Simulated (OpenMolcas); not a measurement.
**5s² 5p² along the 50-electron sequence**

```json
{
  "Program": "OpenMolcas",
  "Method": "CASSCF",
  "Basis": "ANO-R2",
  "Scalar Hamiltonian": "X2C, finite nucleus",
  "Spin-orbit coupling": "state interaction with AMFI integrals over the reference wave functions, term energies averaged over their components"
}
```

Active space for each ion: 4 electrons in 8 orbitals (5s 5p 6s 6p).

Computed levels in cm-1 above ³P₀:

| Level | Sn | Sb+ | Te2+ | I3+ | Xe4+ |
| --- | --- | --- | --- | --- | --- |
| ³P₁ | 1386 | 2508 | 3924 | 5741 | 7926 |
| ³P₂ | 2994 | 4965 | 7463 | 10238 | 13363 |
| ¹D₂ | 10048 | 13238 | 18198 | 22889 | 28184 |
| ¹S₀ | 16661 | 21822 | 28875 | 35112 | 41934 |
| weight of ³P in the lowest level (%) | 97 | 96 | 94 | 93 | 91 |

Measured, with the error of the calculation in %. Measured levels: Sn, Sb+ from NIST Handbook of Basic Atomic Spectroscopic Data; Te2+ from the list in Zhang, Palmeri, Quinet and Biemont, Astron. Astrophys. 551, A136 (2013); Xe4+ from Saloman, J. Phys. Chem. Ref. Data 33, 765 (2004).

```
Level            Sn           Sb+          Te2+          Xe4+
  ³P₁  1692 (-18.1)  3055 (-17.9)  4757 (-17.5)  9292 (-14.7)
  ³P₂  3428 (-12.6)  5658 (-12.3)   8167 (-8.6)  14127 (-5.4)
  ¹D₂  8613 (+16.7)  12790 (+3.5)  17360 (+4.8)  28411 (-0.8)
  ¹S₀  17162 (-2.9)  23906 (-8.7)  30398 (-5.0)  44470 (-5.7)
```

The fine-structure level ³P₂ changes by a factor of 4.46 from Sn to Xe4+. Its fourth root runs 7.40, 8.39, 9.29, 10.06, 10.75, with steps per unit of Z of 1.00, 0.90, 0.76, 0.69; equal steps would mean a (Z - σ)^4 law with constant σ.

¹D₂ changes by a factor of 2.8 over the same range, with steps per unit of Z of +3190, +4960, +4690, +5300 cm-1.

Active for correlation alone: 6p 6s; no level in the range computed is led by a configuration that fills them, so any true level of that kind is missing (holds for Sn; Te2+; I3+; Xe4+). Terms from blocks run as CI alone lack orbitals of their own (holds for Sb+; Te2+). The run also gave levels led by 5s 5p² 6s, 5s² 5p 6s, which use shells meant for correlation; these and all levels above them are left out (holds for Sb+). Computed and measured levels are paired by configuration, term and J; levels that our copy of the source lacks, or whose pairing is in doubt (as where it misses far off the trend of its configuration), stay unpaired and out of the deviations. Only configurations of the active space appear.
